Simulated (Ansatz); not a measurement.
Calculated with Ansatz (gas phase, PBE0-D4/def2-TZVP geometries, no zero-point term in ΔE). CCSD(T)/CBS is the MP2 limit (def2-TZVPP, def2-QZVPP) plus CCSD(T) − MP2 in def2-TZVPP, frozen cores. Elements past krypton have def2 core potentials. For Y outer-core shells are correlated without core-valence functions, which leaves a few kJ/mol of doubt a bond. One conformer a species, not always the lowest.

Reaction (substitution at a C–B bond): `BCB(C)F` + `[OH][Y]([OH])[OH]` → `C[O][Y]([OH])[OH]` + `BCBF`

| species | CCSD(T)/CBS(def2) energy (Eh) |
| --- | --- |
| `BCB(C)F` | -229.76146 |
| `[OH][Y]([OH])[OH]` | -265.77880 |
| `C[O][Y]([OH])[OH]` | -305.01847 |
| `BCBF` | -190.47993 |

(1) Work out ΔE.

Largest T1 diagnostic among the species: 0.014.

Answers

(1) ΔE = (-305.01847) + (-190.47993) − (-229.76146) − (-265.77880) = 0.04186 Eh = +1.14 eV.

The D4 term adds +0.03 eV with B3LYP and +0.02 eV with PBE0; it sums over pairs of atoms, weighted by their polarisabilities, and B3LYP, whose exchange is more repulsive, gets the larger term. In def2-TZVPP, CCSD(T) changes the Hartree–Fock value by +0.13 eV (the triples alone add +0.00 eV) and MP2 by +0.18 eV.

B3LYP here is the variant with VWN-RPA as its local correlation; programs differ in this.
